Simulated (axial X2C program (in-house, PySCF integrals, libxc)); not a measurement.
**Spectroscopic constants of RbTl⁻**

Calculated with an axial X2C code built on PySCF integrals. Spin-free means the one-electron spin-free X2C Hamiltonian; two-component (2c) means X2C with spin–orbit coupling and atomic mean-field two-electron Coulomb and Gaunt terms, so the difference of the two also holds small scalar two-electron terms. Basis: Tl dyall-av2z [11s13p10d5f], Rb dyall-av2z [11s12p6d] (cores contracted in-house); Gaussian nuclei, density fitting, unrestricted open shells. Masses: Tl 204.974 u, Rb 84.912 u.

State, spin-free: M_S = 3/2, Λ = 0 (beyond evenly filled blocks: σα, π+α, π-α); electrons by block: σα: 23, σβ: 22, π+α: 13, π+β: 12, π-α: 13, π-β: 12, δ+α: 5, δ+β: 5, δ-α: 5, δ-β: 5, φ+α: 1, φ+β: 1, φ-α: 1, φ-β: 1. Fragments: Tl + Rb- for PBE0, MP2, TPSS; Tl- + Rb for HF, LDA.

State, 2c: Ω = 3/2 (⟨Sz⟩ = 1.18, ⟨Lz⟩ = 0.32 at PBE0); electrons by block: 1/2: 35, -1/2: 35, 3/2: 18, -3/2: 17, 5/2: 6, -5/2: 6, 7/2: 1, -7/2: 1. Fragments: Tl + Rb-.

```
Hamiltonian  level  Re (Å)  ωe (cm⁻¹)  ωexe (cm⁻¹)  Be (cm⁻¹)  k (mdyn/Å)  μ (D)
  spin-free   PBE0   3.501       64.6        0.287    0.02291       0.148  -1.36
  spin-free     HF   3.727       50.9         0.26    0.02021      0.0918  -4.44
  spin-free    MP2   3.525       61.2        0.294     0.0226       0.133    n/a
  spin-free    LDA   3.359       75.2        0.269    0.02488         0.2  -0.05
  spin-free   TPSS   3.515       63.9        0.254    0.02272       0.144  -1.48
         2c   PBE0   3.605       57.9        0.236    0.02161       0.119  -2.64
         2c     HF   3.855       46.6        0.229    0.01889      0.0769  -4.70
         2c    MP2   3.619       55.3        0.217    0.02144       0.108    n/a
         2c    LDA   3.464       67.8         0.16     0.0234       0.163  -1.96
         2c   TPSS   3.601       58.8         0.23    0.02165       0.122  -3.30
```

Correlated methods: 23 electrons correlated (number of frozen shells: Tl 5 s, 4 p, 2 d, 1 f; Rb 3 s, 2 p, 1 d), 205 virtual spin orbitals or spinors in MP2.

Dipoles are positive if Rb is the positive end and refer to the centre of mass.

The state is a single determinant with fixed occupations, the lowest that a limited PBE0 search found. De is not given where an atomic determinant may have missed its ground term or J level, or where the truncated virtual space spoils (T). Density functionals use the spin component along the axis (collinear). Other states lie close and PBE0, whose exact exchange favours high spin, may order them wrongly; the determinant shown need not be the ground state. The nearest other spin-free determinant of the search, M_S = 3/2, Λ = 1, lies 0.10 eV up at the distance of the search. The functionals have no current-density term, which raises determinants with orbital currents, atoms included. The spin of this state cannot come from the lowest atoms; the curve heads to a higher limit, and no De is given. With several unpaired electrons one determinant need not be a pure state. At some level and bond length an empty orbital lies below a filled one. The highest occupied level of some functionals is positive through self-interaction error; at Hartree–Fock it is bound. This is the top spin component of a Σ state; components of lower Ω are not single determinants and can lie lower.

Rough cost a point (2c) on 1 thread(s) of a shared host, integrals apart: PBE0 2.9 s, HF 2.8 s, LDA 0.7 s, TPSS 2 s.

The whole task took 5.2 min on 1 thread of Arm Neoverse N1, with other jobs on the host.
